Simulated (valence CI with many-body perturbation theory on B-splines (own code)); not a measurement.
## Br IV: key properties

Level of theory: configuration interaction combined with many-body perturbation theory (CI+MBPT): four valence electrons over a frozen Dirac-Fock core [Ar] 3d10, radial functions for each j: 9 s, 9 p, 8 d, 6 f, 3 g, 1 h, with the one-electron correlation potential Σ1 (screened to all orders), the two-electron term Σ2, the three-electron term Σ3, Breit, model QED; selected single and double excitations, second order for the rest, scaled by the run's own slope (own B-spline code, finite nucleus).

No measured levels were compared; by estimate levels hold to about 250 cm⁻¹ or 0.2 % of their energy and the worst to 1 %, as in measured heavy ions of charge 2 to 7; those with d or f electrons hold less well. Among the levels kept, up to 390 cm⁻¹ of a level comes from second order outside the variational space, and about a tenth of that is noise between levels of different J, which matters for small intervals.

Rates and lifetimes use the calculated energies. Strong lines usually hold to 10 to 20 %, long lifetimes can be off by a factor of two.

(1) What is the ground level?

(2) What are the static dipole polarisabilities of the lowest levels?

(3) How well does LS coupling describe the low levels?

(4) What is the ionisation energy?

(5) Where does the other parity begin?

(6) Among levels below 25.816 eV, which E1 lines absorb most strongly from the ground level?

(7) Name the longest-lived excited levels whose lifetime is computed, and their main decay.

Results:

(1) 4s2 4p2 3P_0, composition 94 % 4s2 4p2 3P + 2 % 4s2 4p2 1S.

(2) 4s2 4p2 3P_0 5.91; 4s2 4p2 3P_1 5.98 (tensor 0.055); 4s2 4p2 3P_2 6.01 (tensor -0.11); 4s2 4p2 1D_2 6.08 (tensor 0.23) bohr³, of which the core gives 0.266.

(3) Among the lowest 20 levels the leading LS term, summed over configurations, holds 92 % on average. For single configurations the figures are 81 % in LS and 63 % in jj coupling. Terms mix most in the J = 1 level at 21.978 eV, where the leading one holds 54 %.

(4) 46.963 eV; NIST lists 47.782 ± 0.012 eV (measured).

(5) At 4s 4p3 5S°_2, 10.229 eV.

(6) to 4s2 4p 4d 3P°_1 at 56.41 nm, f = 2.50; to 4s 4p3 3S°_1 at 61.93 nm, f = 0.329; to 4s2 4p 4d 3P°_1 at 55.02 nm, f = 0.138.

(7) 4s2 4p2 3P_1 at 0.324 eV lives 3.17 s, mostly by M1 to 4s2 4p2 3P_0; 4s2 4p2 3P_2 at 0.695 eV lives 2.94 s, mostly by M1 to 4s2 4p2 3P_1; 4s2 4p2 1D_2 at 2.011 eV lives 202 ms, mostly by M1 to 4s2 4p2 3P_2.
